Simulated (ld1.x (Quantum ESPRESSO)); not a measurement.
Results of a calculation; reference values are marked as such.
Pseudopotentials across the periodic table

Generated with ld1.x 7.5 (TM, RRKJ, ultrasoft, PAW), atompaw 4.2 or ONCVPSP 4.0.1. The cutoff is in Ry: for ld1.x and atompaw files where the sum of valence levels is converged to 10 mRy in a Bessel basis, for ONCV files where the hardest occupied wave has 1 mHa per electron of residual kinetic energy. The error is the largest all-electron minus pseudo excitation energy over each file’s own four to seven test configurations (ionisations up to +4, promotions, holes and added fractions of an electron), all of which were solved. The labels leave out finer settings (local radius, basis sizes, second energies), which also bear on the numbers. Spin-polarised tests are not counted. The rows are a selection from randomly drawn settings: files with unsolved tests, undetermined cutoffs or missed reference levels are left out.

| element | potential | cutoff (Ry) | largest error (meV) | bound ghosts |
| --- | --- | --- | --- | --- |
| Al | RRKJ, LDA (PZ), scalar-relativistic, rc 1.80/2.30 (sp), local s, core correction yes, reference 3s2 3p0.5 | 10 | -21 | none |
| Cr | RRKJ, Wu–Cohen, scalar-relativistic, rc 0.95/1.25/1.00 (spd), local s, core correction yes, reference 3s2 3p6 3d5 4s0 4p0 | 160 | +80 | none |
| Br | PAW, PBE, scalar-relativistic, rc 0.85/1.15/0.75 (spd), local smoothed, core correction yes, reference 3s2 3p6 3d10 4s1 4p6 | 300 | -33 | none |
| Hf | PAW, PBE, scalar-relativistic, rc 1.90/2.52/2.05/2.45 (spdf), local smoothed, core correction yes, reference 5s2 5p6 5d2 6s0 6p0 | 21 | -40 | none |
| W | TM, LDA (PZ), fully relativistic, rc 2.15/3.10/1.85 (spd), local smoothed, core correction yes, reference 5d4 6s1.5 6p0 | 30 | -31 | none |

Fill in the row for Cl: PAW, LDA (PZ), scalar-relativistic, rc 1.25/1.75/1.45 (spd), local smoothed, core correction yes, reference 3s2 3p5.

cutoff 25 Ry, largest error -90 meV, bound ghosts: none.

Fill in the row for Bi: TM semilocal, PBE, scalar-relativistic, rc 1.60/2.00/2.10 (spd), local d, core correction yes, reference 6s2 6p2.5.

cutoff 45 Ry, largest error -796 meV, bound ghosts: none.
